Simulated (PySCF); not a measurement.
## Two-dimensional NMR puzzle

Compound of formula C7H10O2Si. Correlations simulated from computed shifts and the bond graph:

HSQC (one-bond C–H):
```tsv
δH	δC
10.10	188.3
7.28	146.8
7.11	152.0
4.84	67.4
3.43	42.3
```

COSY cross peaks (H two or three bonds apart, from the bond graph; peaks can be absent where the dihedral angle is near 90°):
```tsv
δH	δH
7.28	3.43
```

HMBC (two and three bonds, from the bond graph):
```tsv
δH	δC
10.10	157.6, 152.0, 42.3
7.28	157.6, 154.0, 152.0, 67.4, 42.3
7.11	188.3, 157.6, 154.0, 146.8, 67.4, 42.3
5.04	67.4
4.84	154.0, 152.0, 146.8
3.43	188.3, 157.6, 154.0, 152.0, 146.8
```

Carbons without hydrogens: δ 157.6, 154.0.

[PySCF 2.14: coordinates at the GFN2-xTB level; PBE0/pcSseg-1 with gauge-including orbitals; one computed conformer; non-relativistic Hamiltonian; one averaged value for each set of equivalent atoms; in vacuum]

δ = σ(ref) − σ, references computed at the same level: ¹H (σref 31.72), ¹³C (σref 186.93) vs TMS.

Exchangeable hydrogens are left out of these lists.

Q: Which molecule is this?

A: SMILES O=CC1=CC(CO[SiH3])=CC1.

Numbering as in the mapped SMILES `[O:1]=[CH:2][C:3]1=[CH:4][C:5]([CH2:6][O:7][SiH3:8])=[CH:9][CH2:10]1`. Hydrogens are named by the atom that carries them.

- δC 188.3 is C2, an aldehyde carbonyl carbon (δH 10.10).
- δC 157.6 is C3, an α carbon of a C=C–C=O unit.
- δC 154.0 is C5, a fully substituted alkene carbon.
- δC 152.0 is C4, a β carbon of a C=C–C=O unit (δH 7.11).
- δC 146.8 is C9, an alkene CH (δH 7.28).
- δC 67.4 is C6, an allylic sp3 CH2 bonded to O (δH 4.84).
- δC 42.3 is C10, an allylic sp3 CH2 (δH 3.43).
- HMBC from δH 10.10 reaches the proton-free carbon C3.
- HMBC from δH 7.28 reaches the proton-free carbons C3, C5.
- HMBC from δH 7.11 reaches the proton-free carbons C3, C5.
- HMBC from δH 4.84 reaches the proton-free carbon C5.
- COSY links 7.28–3.43.

The data come from this structure; uniqueness wasn't tested.

Shifts are as computed. Against solution values, carbons near 30 ppm lie about +3 ppm off and those near 130 ppm about +5 ppm. Of 1309 compounds with measured shifts, 239 miss one by over three times the rms of a fit or turn the order of signals round; such compounds aren't used in these exercises.
